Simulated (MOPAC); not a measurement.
MOPAC input (PM6):

```
PM6 PRECISE GNORM=0.05 LET XYZ GEO-OK AUX(PRECISION=9) THREADS=1
H2CaO2

Ca    0.00000000 1    0.00000000 1    0.00000000 1
O     0.00000000 1    0.00000000 1    2.03878300 1
O    -0.00000000 1   -0.00000000 1   -2.03878300 1
H     0.00000000 1    0.00000000 1    2.99386900 1
H    -0.00000000 1   -0.00000000 1   -2.99386900 1
```

From the output:

```
                                                       MOPAC v23.2.5 Linux

          FINAL HEAT OF FORMATION =       -133.51431 KCAL/MOL =    -558.62387 KJ/MOL

          COSMO AREA              =        102.09 SQUARE ANGSTROMS
          COSMO VOLUME            =         88.17 CUBIC ANGSTROMS

          GRADIENT NORM           =          0.03993          =       0.01786 PER ATOM
          IONIZATION POTENTIAL    =         10.563101 EV
          HOMO LUMO ENERGIES (EV) =        -10.563  1.332
          NO. OF FILLED LEVELS    =          8
          MOLECULAR WEIGHT        =         74.0946         POINT GROUP:  D*h

          MOLECULAR DIMENSIONS (Angstroms)

            Atom       Atom       Distance
            H     5    H     4     5.74628
            O     3    H     4     0.00000
            H     5    O     2     0.00000

          SCF CALCULATIONS        =          7

   ATOM   CHEMICAL          X               Y               Z
  NUMBER   SYMBOL      (ANGSTROMS)     (ANGSTROMS)     (ANGSTROMS)

     1      Ca         -0.00000000  *   0.00000000  *   0.00000000  *
     2       O          0.00000000  *   0.00000000  *   2.03692609  *
     3       O         -0.00000000  *   0.00000000  *  -2.03692609  *
     4       H          0.00000000  *  -0.00000000  *   2.87313884  *
     5       H         -0.00000000  *  -0.00000000  *  -2.87313884  *

                             CARTESIAN COORDINATES

   1   Ca       -0.000000000     0.000000000     0.000000001
   2    O        0.000000000     0.000000000     2.036926086
   3    O       -0.000000000     0.000000000    -2.036926088
   4    H        0.000000000    -0.000000000     2.873138840
   5    H       -0.000000000    -0.000000000    -2.873138840

           Empirical Formula: H2 O2 Ca  =     5 atoms

      MOLECULAR POINT GROUP   :   D*h

                  EIGENVALUES
 -26.62766 -26.44590 -15.64216 -15.31179 -10.74760 -10.74760 -10.56310 -10.56310
   1.33219   1.33219   1.42689   2.84207   8.50230   8.59982

              NET ATOMIC CHARGES AND DIPOLE CONTRIBUTIONS

  ATOM NO.   TYPE          CHARGE      No. of ELECS.   s-Pop       p-Pop
    1         Ca           1.333291        0.6667     0.29235     0.37436
    2          O          -1.000582        7.0006     1.64195     5.35863
    3          O          -1.000582        7.0006     1.64195     5.35863
    4          H           0.333937        0.6661     0.66606
    5          H           0.333937        0.6661     0.66606
 DIPOLE           X         Y         Z       TOTAL
 POINT-CHG.     0.000    -0.000     0.000     0.000
 HYBRID        -0.000    -0.000    -0.000     0.000
 SUM           -0.000    -0.000     0.000     0.000

          ATOMIC ORBITAL ELECTRON POPULATIONS

     Atom    s        px        py        pz
    1 Ca   0.29235   0.04212   0.04212   0.29013
    2  O   1.64195   1.97894   1.97894   1.40075
    3  O   1.64195   1.97894   1.97894   1.40075
    4  H   0.66606
    5  H   0.66606

 **********************
 *                    *
 * JOB ENDED NORMALLY *
 *                    *
 **********************

 == MOPAC DONE ==
```

The geometry given is a B3LYP-D3(BJ)/def2-TZVP minimum.
